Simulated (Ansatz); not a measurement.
Basis sets compared for InH₂Br. Total charge 0; singlet. Geometry r2SCAN-D4/def2-TZVP. Ansatz on 4 threads of Arm Neoverse V2 on a shared host; times are rough, and most runs start from earlier orbitals.

```
atom    x (Å)    y (Å)    z (Å)
 In1   0.2391  -0.1741   0.0221
  H2   0.7812  -0.7307  -1.4925
  H3   0.7459  -0.3818   1.6338
 Br4  -1.7661   1.2865  -0.1634
```

In the def2 sets In takes a core potential; there is no spin–orbit coupling.

Binding counts from free atoms (In doublet, H doublet, Br doublet) in the same basis, without a counterpoise term.

```json
{"level": "PBE-D4/def2-SVP", "functions": "68", "energy (Eh)": "-2764.8097", "HOMO (eV)": "-6.43", "LUMO (eV)": "-2.66", "binding per atom (eV)": "1.99", "wall time": "0.4 s"}
{"level": "PBE-D4/def2-TZVP (with forces)", "functions": "110", "energy (Eh)": "-2765.1345", "HOMO (eV)": "-6.60", "LUMO (eV)": "-2.74", "binding per atom (eV)": "2.02", "wall time": "0.75 s"}
{"level": "r2SCAN-D4/def2-TZVP", "functions": "110", "energy (Eh)": "-2765.5799", "HOMO (eV)": "-6.90", "LUMO (eV)": "-2.48", "binding per atom (eV)": "2.08", "wall time": "1.4 s"}
{"level": "PBE0-D4/def2-SVP", "functions": "68", "energy (Eh)": "-2764.9035", "HOMO (eV)": "-7.69", "LUMO (eV)": "-1.96", "binding per atom (eV)": "2.00", "wall time": "0.55 s"}
{"level": "PBE0-D4/def2-TZVP", "functions": "110", "energy (Eh)": "-2765.2264", "HOMO (eV)": "-7.82", "LUMO (eV)": "-2.03", "binding per atom (eV)": "2.03", "wall time": "1.1 s"}
```

Question: Estimate the rows for PBE-D4/def2-TZVPD, r2SCAN-D4/def2-TZVPD, PBE0-D4/def2-TZVPD.

Answer: 
```
               level  functions  energy (Eh)  HOMO (eV)  LUMO (eV)  binding per atom (eV)  wall time
   PBE-D4/def2-TZVPD        131   -2765.1351      -6.62      -2.78                   2.02      0.9 s
r2SCAN-D4/def2-TZVPD        131   -2765.5804      -6.91      -2.49                   2.08      1.9 s
  PBE0-D4/def2-TZVPD        131   -2765.2270      -7.84      -2.06                   2.03      1.2 s
```
